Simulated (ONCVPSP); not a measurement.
# Building the ONCV potential for gold (LDA (Perdew-Wang 92), fully relativistic).

```
Element                 : gold (Au)
Generator               : ONCVPSP 4.0.1
Type                    : optimised norm-conserving Vanderbilt (ONCV)
Functional              : LDA (Perdew-Wang 92)
Relativity              : fully relativistic
Frozen core             : [Kr] 4d10 4f14
Valence charge          : 19
Reference configuration : 5s2 5p6 5d10 6s0.5 (charge +0.5)
Partial waves           : 5s+6s: rc 1.20 bohr, ncon 4, nbas 8, qcut 8.3 1/bohr, 2 projectors; 5p: rc 1.60 bohr, ncon 4, nbas 9, qcut 10.7 1/bohr, 2 projectors, debl 2.5 Ha; 5d: rc 1.55 bohr, ncon 4, nbas 7, qcut 6.6 1/bohr, 1 projector
Local potential         : polynomial inside 0.90 bohr (lpopt 5, dvloc0 -1 Ha)
Core correction         : polynomial model core, fcfact 0.2
```

Open shells are filled in proportion to 2j + 1.

Poles of the logarithmic derivatives, all-electron (AE) and pseudo (PS). Narrow ghost or core levels that the grid stepped over were put in at their known energies. s: poles at -1.9 (AE) and -2.6, -1.9 (PS) Ha. p3/2: poles at -1.5 (AE) and -1.5 (PS) Ha. p1/2: poles at -2.3 (AE) and -2.3 (PS) Ha. d5/2: poles at 1.5 (AE) and 1.4 (PS) Ha. d3/2: poles at 1.3 (AE) and 1.2 (PS) Ha. Test radii: s 1.22, p3/2 1.62, p1/2 1.62, d5/2 1.58, d3/2 1.58 bohr.

- Cutoffs needed: 32 Ha and 102 Ha (the cutoffs (Ha) at which the residual kinetic energy of the hardest occupied pseudo-wave falls to 1 and 0.1 mHa per electron)
- Ghost test: ghosts flagged at negative energy: s at -71.4 eV; GHOST(+) flagged for p3/2 at 241.5 eV, p1/2 at 266.8 eV; a true bound ghost makes a file unfit for plane-wave use
- Largest excitation error: +2.9 meV (all-electron minus pseudo) for 5s2 5p6 5d9 6s0, out of 4 test configurations
- rms error of d²Exc/dni dnj: 9.07 mHa without and 3.23 mHa with the model core
